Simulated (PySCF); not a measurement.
## Relaxation of singlet CoH₃

Level of theory: PBE0/[Co def2-TZVP, H def2-TZVP], no relativity, density fitting, PySCF. A (50,194) grid was used.

A hand-made trigonal pyramidal start, of C3v symmetry, held to at least that symmetry:

Coordinates in bohr (charge 0 multiplicity 1):
```
Co    0.0000    0.0000   -0.0619
H     2.3860   -0.0001    1.2067
H    -1.1930    2.0664    1.2067
H    -1.1931   -2.0663    1.2067
```

(1) What forces act on the atoms at the start (eV/Å)?

(2) What does it relax to?

(3) How much energy is released, and in how many steps?

Answers

(1) 
```json
{"atom": "Co1", "Fx": "0.00", "Fy": "0.00", "Fz": "-1.34"}
{"atom": "H2", "Fx": "-0.05", "Fy": "0.00", "Fz": "0.45"}
{"atom": "H3", "Fx": "0.03", "Fy": "-0.04", "Fz": "0.45"}
{"atom": "H4", "Fx": "0.03", "Fy": "0.04", "Fz": "0.45"}
```

(2) It ends at C3v with Co–H 1.429 Å (×3); H–Co–H 89.8° (×3). A frequency run shows a minimum. Other isomers or separated fragments may lie lower.

(3) 11.2 kJ/mol in 5 steps.

At this level a triplet minimum of C2v symmetry lies 137 kJ/mol below this structure.

The relaxation took roughly 12 core-seconds on a shared host.
